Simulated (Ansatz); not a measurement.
Relaxed structures of CH2ClZn (charge +1), closed shell (PBE0-D4/def2-TZVP; forces vanish, vibrations not checked; lower isomers may exist, and structures with a doubtful reference or unclear bonds are left out; Å). Program: Ansatz 0.2.0. Basis: def2-TZVPP. Cores are frozen in the correlated methods. The 3s and 3p shells of Cu and Zn are frozen; filled d shells are correlated.

(1) Rank them by CCSD(T) energy, lowest first, and give each one's height above the lowest. Links in brackets join atoms within 1.22 times the sum of their covalent radii (1.1 for two metals). (Judge from chemistry; the value comes from the calculation.)
A.
CH₂ClZn ([ClH][CH][Zn]), total charge +1
```
5
angstrom
Cl -1.6319 0.7531 -1.3280
C -0.6887 -0.4934 -0.4454
Zn 1.0057 0.2072 0.3381
H -1.3250 -0.7549 0.4130
H -2.3209 1.5832 -0.5697
```
B.
CH₂ClZn ([Cl][CH2][Zn]), total charge +1
```
5
angstrom
Cl -1.7480 0.7450 -0.7571
C -0.7601 -0.3040 0.1494
Zn 1.2591 0.0393 -0.1426
H -0.8394 -1.3444 -0.1619
H -0.8422 -0.1492 1.2241
```
C.
CH₂ClZn ([Cl][CH][ZnH]), total charge +1
```
5
angstrom
Cl -1.8355 0.6984 -0.8096
C -0.7632 -0.2825 -0.1112
Zn 1.1853 0.2269 0.2561
H -1.2113 -1.2511 0.1394
H 2.6247 0.6083 0.5253
```
D.
CH₂ClZn ([CH2][Zn][Cl]), total charge +1
```
5
angstrom
Cl -2.6932 1.2704 -1.2847
C 0.5678 -0.4250 0.3327
Zn -1.0321 0.4066 -0.4608
H 0.5928 -1.4413 0.7400
H 1.5389 0.0737 0.4195
```

The T1 diagnostic stays at or below 0.022. The restricted Hartree–Fock reference is unstable towards an unrestricted one at one or more of these structures. A large double-excitation amplitude points to some diradical character; no triplet was computed.

Answers

(1) The calculation gives: B (0.000 eV), D (0.800 eV), C (1.381 eV), A (3.067 eV). Heights count from the lowest.

For scale, one of the runs: CCSD(T)/def2-TZVPP, 165 basis functions, launched by `ansatz run in.yaml --threads 2 --pin off --events-out ev --progress --plain --max-ram 4352MiB`. Time: 44 s of wall clock on 2 CPU threads of an Intel Xeon Platinum 8259CL; the host was shared. Peak host memory: 1.2 GiB.
